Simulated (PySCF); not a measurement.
Al(Me)2(Cl) anion (C2H6AlCl), SMILES [CH3][Al]([CH3])[Cl] (connectivity only; charge and spin as stated), charge -1, multiplicity 2.

Coordinates come from a B3LYP-D3(BJ)/def2-SVPD optimisation. The spin state was assumed, not searched. The isomer is the one that the SMILES or the coordinates give; other isomers of the formula were not compared.

Level of theory: C-PCM-B3LYP/def2-SVPD in PySCF.

The values are the electrostatic part of the solvation free energy, E(continuum) − E(gas) at the gas-phase geometry, in a cavity of scaled van der Waals radii (PySCF's table); cavitation and dispersion terms are not included. A continuum can't describe solvent molecules that bind to the metal.

```tsv
solvent	ε	ΔG(elec) (kcal/mol)
water	78.36	-47.4
N,N-dimethylformamide	37.22	-46.7
ethanol	24.85	-46.0
```
